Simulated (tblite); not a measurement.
C7H11PS.
Z-matrix (Å and degrees, GFN2-xTB geometry), rows numbered from 1:
```
C 
C   1  1.3302
C   2  1.4253  1  123.31
C   3  1.3483  2  142.03  1  -168.63
P   4  1.8065  3   68.45  2   173.69
S   5  1.9415  3  126.73  4   104.34
C   5  1.8506  3  112.13  4   -95.11
C   7  1.5215  5  109.65  3  -114.91
C   8  1.5201  7  110.68  5    61.04
H   1  1.0759  2  121.89  3   179.15
H   1  1.0779  2  121.25  3     0.15
H   2  1.0843  1  121.19  3  -179.54
H   4  1.0717  3  138.85  5  -169.73
H   7  1.0916  5  108.01  3     7.46
H   7  1.0947  5  106.81  3   124.77
H   8  1.0935  7  108.81  5   -58.80
H   8  1.0926  7  109.51  5  -176.82
H   9  1.0924  8  108.99  7   -59.88
H   9  1.0889  8  111.12  7    59.85
H   9  1.0871  8  110.98  7  -179.03
```

Computed values, GFN2-xTB/tblite, gas phase, harmonic and unscaled. The method is semi-empirical: single wavenumbers can be off by several per cent or more. One conformer, not necessarily the lowest.

Harmonic wavenumbers (cm⁻¹): 50.7, 58.0, 94.4, 110.6, 132.6, 137.8, 195.2, 227.6, 237.1, 289.5, 322.2, 414.2, 482.2, 538.6, 600.3, 633.4, 689.2, 734.2, 763.5, 808.5, 852.7, 890.1, 938.6, 944.5, 978.9, 989.1, 1005.6, 1043.9, 1110.9, 1144.3, 1177.7, 1214.8, 1257.7, 1259.4, 1333.3, 1387.8, 1407.0, 1412.4, 1473.1, 1483.1, 1493.5, 1630.1, 1655.1, 2929.5, 2957.6, 2964.9, 2973.8, 2980.5, 3021.9, 3028.4, 3044.7, 3102.6, 3110.3, 3138.6.

A = 1330, B = 946.3, C = 762.0 MHz; mass 158.032 u (most abundant isotopes); point group C1, symmetry number 1.

Zero-point energy?

½Σν̃ = 34428 cm⁻¹ = 98.44 kcal/mol.

Give the ideal-gas entropy at 500 K and 1 bar in the rigid-rotor, harmonic-oscillator model (classical rotation).

Translation 43.68, rotation 31.74, vibration 58.63: S = 134.0 cal/(mol K).

And Cp and H(500 K) − H(0)?

Cp = 61.63 cal/(mol K), of which vibrations give 53.68 (their classical limit is 54 R = 107.3); H(500 K) − H(0) = 18.53 kcal/mol without the zero-point energy, 14.55 from vibrations.

How do the functions run with temperature in this model?

```csv
T (K),S (cal/(mol K)),Cp (cal/(mol K)),H − H(0) (kcal/mol),G − H(0) (kcal/mol),ln q(vib)
150,83.8,27.4,2.71,-9.86,3.94
250,100.2,37.6,5.96,-19.08,7.23
298.15,107.2,42.7,7.89,-24.08,8.76
400,121.3,53.0,12.78,-35.72,11.88
600,145.9,68.7,25.06,-62.50,17.74
900,176.9,83.7,48.10,-111.08,25.81
```

q(vib) and H(0) count from the zero-point level.

What must be added to the electronic energy to get the Gibbs energy at 500 K and 1 bar?

ZPE + [H(500 K) − H(0)] − T·S = 98.44 + 18.53 − 67.02 = 49.95 kcal/mol.

Hindered rotation and anharmonicity are outside this model. Other conformers, if any are populated, would add a mixing term that is left out. The structure is chiral; the term R ln 2 for an equal mix with its mirror image is left out.
